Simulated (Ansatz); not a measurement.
Task: Name a neutral molecule of Al, C, O and H with ideal-gas entropy at 298 K and 1 bar (rigid rotor, harmonic PBE0-D4/def2-TZVP) between 307 and 323 J/(mol·K) and HOMO energy (PBE0/def2-TZVPP) between -8.55 and -8.25 eV (Ansatz, PBE0-D4/def2-TZVP geometry).

Result: `C#[C][AlH][OH]` (309 J/(mol·K), -8.30 eV). Other molecules can fit too; these were computed, each in one conformer that needn't be the lowest.
